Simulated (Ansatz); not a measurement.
Mulliken charges of C$_{2}$H$_{5}$FOTe, SMILES `COC(F)[TeH]` from PBE/def2-TZVPP in Ansatz (PBE0-D4/def2-TZVP geometry).

```json
{"atom": "C1", "x (Å)": "-1.100", "y (Å)": "-1.013", "z (Å)": "0.137", "charge (e)": "-0.163"}
{"atom": "O2", "x (Å)": "0.128", "y (Å)": "-0.474", "z (Å)": "-0.331", "charge (e)": "-0.215"}
{"atom": "C3", "x (Å)": "0.344", "y (Å)": "0.810", "z (Å)": "0.058", "charge (e)": "0.113"}
{"atom": "F4", "x (Å)": "0.548", "y (Å)": "0.871", "z (Å)": "1.420", "charge (e)": "-0.170"}
{"atom": "Te5", "x (Å)": "2.049", "y (Å)": "1.604", "z (Å)": "-1.010", "charge (e)": "0.044"}
{"atom": "H6", "x (Å)": "-1.101", "y (Å)": "-1.100", "z (Å)": "1.226", "charge (e)": "0.117"}
{"atom": "H7", "x (Å)": "-1.941", "y (Å)": "-0.386", "z (Å)": "-0.181", "charge (e)": "0.087"}
{"atom": "H8", "x (Å)": "-1.195", "y (Å)": "-2.000", "z (Å)": "-0.310", "charge (e)": "0.117"}
{"atom": "H9", "x (Å)": "-0.511", "y (Å)": "1.466", "z (Å)": "-0.153", "charge (e)": "0.080"}
{"atom": "H10", "x (Å)": "2.862", "y (Å)": "0.170", "z (Å)": "-0.853", "charge (e)": "-0.011"}
```

Problem. By hand: the dipole of these point charges (1 e Å = 4.8032 D).

Solution. Σ q r = (-0.322, 0.000, -0.142) e Å, of length 0.352 e Å = 1.69 D.

Problem. How does the dipole of the full density compare? (Best estimate.)

Solution. The calculation gave: (-0.364, -0.111, -0.087) e Å, 1.88 D; the point charges give 0.90 times that, at 19° from its direction.

Point charges leave out the atoms' own dipoles, such as those of lone pairs, and Mulliken's split depends on the basis, so the two needn't agree.
